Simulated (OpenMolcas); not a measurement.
## Multiplet structure of As I

* Program: OpenMolcas
* Method: SS-RASPT2, IPEA 0.25 Eh, imaginary shift 0.1 Eh (closed shells correlated: 3d)
* Basis: ANO-RCC-VTZP [6s5p3d1f]
* Scalar Hamiltonian: DKH2, point nucleus
* Active space: 5 electrons in 9 orbitals (RAS2 4s 4p; RAS3 4d, at most 2 electrons)
* State averaging: 2S+1 = 4 odd, 1 root; 2S+1 = 2 odd, 8 roots; 2S+1 = 4 even, 3 roots; 2S+1 = 2 even, 5 roots (0 in the spin-orbit step)
* Spin-orbit coupling: state interaction with AMFI integrals over the reference wave functions, term energies averaged over their components

Spin-free terms above the lowest, with the occupations of the reference:

| Configuration | Term | E (cm-1) | Occupations |
| --- | --- | --- | --- |
| 4s2 4p3 | 4S* | 0.0 | 4s 1.96 4p 2.99 4d 0.05 |
| 4s2 4p3 | 2D* | 11631 | 4s 1.96 4p 2.98 4d 0.06 |
| 4s2 4p3 | 2P* | 19299 | 4s 1.94 4p 3.00 4d 0.06 |
| 4s 4p4 | 4P | 65660 | 4s 1.17 4p 3.61 4d 0.23 |

With spin-orbit coupling, above the lowest level:

```json
{"Configuration": "4s2 4p3", "Term": "4S*", "J": "3/2", "E (cm-1)": "0.0", "Measured (cm-1)": "0.0", "g": "2.000", "Term weight %": "100", "Second": ""}
{"Configuration": "4s2 4p3", "Term": "2D*", "J": "3/2", "E (cm-1)": "11485", "Measured (cm-1)": "10593", "g": "0.814", "Term weight %": "97", "Second": "3 2P*"}
{"Configuration": "4s2 4p3", "Term": "2D*", "J": "5/2", "E (cm-1)": "11706", "Measured (cm-1)": "10915", "g": "1.200", "Term weight %": "100", "Second": ""}
{"Configuration": "4s2 4p3", "Term": "2P*", "J": "1/2", "E (cm-1)": "19390", "Measured (cm-1)": "18186", "g": "0.666", "Term weight %": "100", "Second": ""}
{"Configuration": "4s2 4p3", "Term": "2P*", "J": "3/2", "E (cm-1)": "19661", "Measured (cm-1)": "18648", "g": "1.322", "Term weight %": "97", "Second": "3 2D*"}
{"Configuration": "4s 4p4", "Term": "4P", "J": "5/2", "E (cm-1)": "65186", "Measured (cm-1)": "", "g": "1.601", "Term weight %": "100", "Second": ""}
```

Against the 4 measured excited levels shown (NIST Handbook of Basic Atomic Spectroscopic Data) the mean absolute deviation is 970 cm-1; the largest miss in energy is 4s2 4p3 2P* 1/2: computed 19390, measured 18186 cm-1 (+6.6 %), and the largest in proportion 4s2 4p3 2D* 3/2 (+8.4 %).

Spin-orbit coupling puts the lowest level 74.9 cm-1 below the lowest spin-free term.

Some high roots are left out of the spin-orbit mixing, which shifts the levels that they would mix with. Active for correlation alone: 4d; no level in the range computed is led by a configuration that fills it, so any true level of that kind is missing. Some terms mix strongly with configurations of 4d, whose occupation reaches 0.23 (4s 4p4 4P). Measured partners are found by configuration, term and J. A level has none where our copy of the source lacks it or the pairing is in doubt (some pairs that miss far off the trend of their configuration count as doubtful), and it then counts in no deviation. Only configurations of the active space appear. The first state left out of the spin-orbit step lies near 82000 cm-1 above the lowest spin-free state of the reference (among the parities and spins computed), and the list stops at four fifths of that energy or lower.

The term weight is that of the spin-free term in the level, not the purity of its configuration. * marks odd parity.
